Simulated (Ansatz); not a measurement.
Cost and result for the atomization energy of AlBH₈Si₂ (12 atoms, 13 bonds).

Cartesian coordinates in Å:
```
Al -0.279 0.777 -1.160
B 0.841 -0.725 0.133
Si 1.528 0.760 1.002
Si -1.062 -1.225 0.379
H -0.929 2.148 -0.692
H -0.194 0.319 -2.670
H 1.525 -1.337 -0.634
H 2.873 1.349 0.768
H 0.751 1.633 1.920
H -1.499 -2.549 -0.124
H -1.721 -0.889 1.665
H -1.833 -0.260 -0.586
```

The species carries charge 0 and has multiplicity 1. The bonds changed during the relaxation, so this is another structure than the one it started from. All single points use the PBE0-D4/def2-TZVP geometry. It is one conformer, not always the lowest. Program: Ansatz. All runs use 4 threads of an Arm Neoverse V2 on a shared host. Times are those of one run each, without the atoms' runs, and a repeat can differ threefold. Electronic energies, without spin–orbit coupling; frozen cores. CCSD(T)/CBS adds CCSD(T) − MP2 in def2-TZVPP to the MP2 limit, and its time is that of the two runs behind it. T1 = 0.014. B3LYP takes the VWN-RPA correlation (the form of Gaussian; ORCA's B3LYP/G).

CCSD(T)/CBS is a level of theory with its own doubt, some kJ/mol a heavy atom from the limit and from the frozen cores, so smaller differences don't rank the functionals.

```csv
level,functions,wall time
LDA (SPW92)/def2-TZVPP,269,2.1 s
CCSD(T)/def2-SVP,108,2.9 s
BLYP-D4/def2-TZVPP,269,3.1 s
BHLYP-D4/def2-TZVPP,269,4.5 s
PBE0-D4/def2-TZVPP,269,4.9 s
CAM-B3LYP-D4/def2-TZVPP,269,5.5 s
B3LYP-D4/def2-TZVPP (with forces),269,7 s
B2PLYP/def2-TZVPP,269,7.5 s
ωB97X-V/def2-TZVPP,269,11 s
ωB97M-V/def2-TZVPP (with forces),269,15 s
MP2/def2-QZVPP,507,34 s
CCSD(T)/def2-TZVPP,269,91 s
CCSD(T)/CBS(def2),–,2.1 min
```

Question: What atomization energy does each give, and how far from CCSD(T)/CBS? (An estimate is asked.)

Answer: Computed: 
```tsv
level	atomization (kcal/mol)	difference from CCSD(T)/CBS	per bond
LDA (SPW92)/def2-TZVPP	905.0	89.4	6.9
CCSD(T)/def2-SVP	767.9	-47.7	-3.7
BLYP-D4/def2-TZVPP	804.1	-11.5	-0.9
BHLYP-D4/def2-TZVPP	806.9	-8.7	-0.7
PBE0-D4/def2-TZVPP	811.5	-4.1	-0.3
CAM-B3LYP-D4/def2-TZVPP	815.2	-0.4	0.0
B3LYP-D4/def2-TZVPP (with forces)	814.7	-0.9	-0.1
B2PLYP/def2-TZVPP	801.5	-14.1	-1.1
ωB97X-V/def2-TZVPP	822.1	6.5	0.5
ωB97M-V/def2-TZVPP (with forces)	817.4	1.8	0.1
MP2/def2-QZVPP	802.6	-13.0	-1.0
CCSD(T)/def2-TZVPP	796.7	-18.9	-1.5
CCSD(T)/CBS(def2)	815.6	0.0	0.0
```

From BLYP to BHLYP (50 % exact exchange), in def2-TZVPP and without D4, the atomization energy moves by +8.0 kcal/mol. Leaving LDA and LC-ωPBE aside and taking each functional with its dispersion term where it has one, the values, not all of them listed here, spread over 31.8 kcal/mol, from B2PLYP to B97M-V. LDA lies +99.3 kcal/mol from PBE without D4, its usual overbinding. In def2-TZVPP, CCSD(T) changes the Hartree–Fock value by +178.9 kcal/mol (the triples alone add +9.7 kcal/mol) and MP2 by +173.5 kcal/mol; breaking electron pairs costs correlation energy, which Hartree–Fock lacks.
